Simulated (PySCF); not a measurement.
AlF₂Cl, SMILES [F][Al]([F])[Cl]. Atoms are numbered in the order given.

```xyz
4

Al     0.0000     0.0000    -0.4184
F      0.0000    -1.4186    -1.2540
F      0.0000     1.4186    -1.2540
Cl     0.0000     0.0000     1.6478
```
Charge 0, spin multiplicity 1.

Coordinates come from a PBE0-D3(BJ)/def2-SVP optimisation.

Method: HF/pcSseg-2 run with PySCF.

GIAO shieldings, no solvent; atoms alike by connectivity are averaged. δ = σ(ref) − σ: ¹⁹F against CFCl3 (σ = 237.3 ppm); ³⁵Cl against HCl (σ = 947.2 ppm), references at their B3LYP-D3(BJ)/def2-TZVP geometries, non-relativistic (without spin–orbit terms, shifts of atoms bonded to Cl or Br come out too high).

Task: Estimate the chemical shifts. (The exact figures need the calculation; the answer reports its results.)

Result: 
```tsv
nucleus	atoms	count	δ (ppm)
¹⁹F	F2, F3	2	-154.6
³⁵Cl	Cl4	1	-112.8
```
